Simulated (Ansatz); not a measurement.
Input file for `C[CH2][Zn][NH2]`:

```yaml
crystal:
  periodic: [false, false, false]
  atoms:
    - {symbol: C, position_ang: [-1.162323, 1.285469, 0.540692]}
    - {symbol: C, position_ang: [-0.395164, 0.047762, 1.002205]}
    - {symbol: Zn, position_ang: [0.723665, -0.792102, -0.341565]}
    - {symbol: N, position_ang: [1.806949, -1.662718, -1.521239]}
    - {symbol: H, position_ang: [-1.838442, 1.061564, -0.288677]}
    - {symbol: H, position_ang: [-1.772536, 1.708130, 1.346275]}
    - {symbol: H, position_ang: [-0.491631, 2.077965, 0.198265]}
    - {symbol: H, position_ang: [-1.092674, -0.711462, 1.372844]}
    - {symbol: H, position_ang: [0.244474, 0.297435, 1.855918]}
    - {symbol: H, position_ang: [2.648660, -1.209843, -1.846544]}
    - {symbol: H, position_ang: [1.394423, -2.159398, -2.297473]}
basis:
  gaussian: {orbitals: def2-SVP}
correlation: {method: ccsd_t, frozen_orbitals: {C: 1, H: 0, "N": 1, Zn: 9}}
```

```sh
$ ansatz run in.yaml --threads 4 --pin off --events-out ev --progress --plain --max-ram 10444MiB
```

The program prints (abridged):

```
Functional definition: HF
1100 factors; integrals over basis functions are off by at most 1.2e-3 eV
mean field evaluation 1: about -52016.1248 eV, gradient 4.1e1 eV
mean field evaluation 2: about -52016.2269 eV, gradient 4.1e1 eV
mean field evaluation 4: about -52020.0639 eV, gradient 3.7e0 eV
mean field evaluation 8: about -52020.1097 eV, gradient 3.0e-1 eV
mean field evaluation 16: about -52019.9907 eV, gradient 1.5e0 eV
mean field -52020.11003873 eV, -1911.7037834264 hartree, gradient 9.1e-6 eV, S^2 0.000000; 0 other end points of the search recorded, 0 dependent functions left out
12 core orbitals not correlated: weight in the atoms' cores, before any rotation towards them, 1.000 or more for the frozen orbitals, at most 0.000 for the correlated occupied ones
reference -52020.11003873 eV, -1911.7037834264 hartree; 16, 16 occupied and 80, 80 virtual orbitals, 1100 factors
second order -21.18668783 eV of doubles, -0.00000000 eV of singles
cycle   1  -20.99314171 eV  change    1.9e-1 eV  update   1.1e-1
cycle   2  -21.53903374 eV  change   -5.5e-1 eV  update   3.8e-2
cycle   3  -21.67873662 eV  change   -1.4e-1 eV  update   1.8e-2
cycle   4  -21.67656978 eV  change    2.2e-3 eV  update   5.4e-3
cycle   5  -21.67308642 eV  change    3.5e-3 eV  update   2.5e-3
cycle   6  -21.67257353 eV  change    5.1e-4 eV  update   7.5e-4
cycle   7  -21.67215879 eV  change    4.1e-4 eV  update   2.7e-4
cycle   8  -21.67203916 eV  change    1.2e-4 eV  update   1.1e-4
cycle   9  -21.67204340 eV  change   -4.2e-6 eV  update   4.9e-5
cycle  10  -21.67205085 eV  change   -7.4e-6 eV  update   2.0e-5
perturbative correction -0.61049804 eV, -0.0224353893 hartree
Total energy: -52042.39258762 eV, -1912.5226519945 hartree
```

Run time 6.5 s (4 threads of an Arm Neoverse V1 on a shared host); peak host memory 0.51 GiB.

Correlation energy per correlated electron: -0.696 eV. T1 diagnostic: 0.0120.
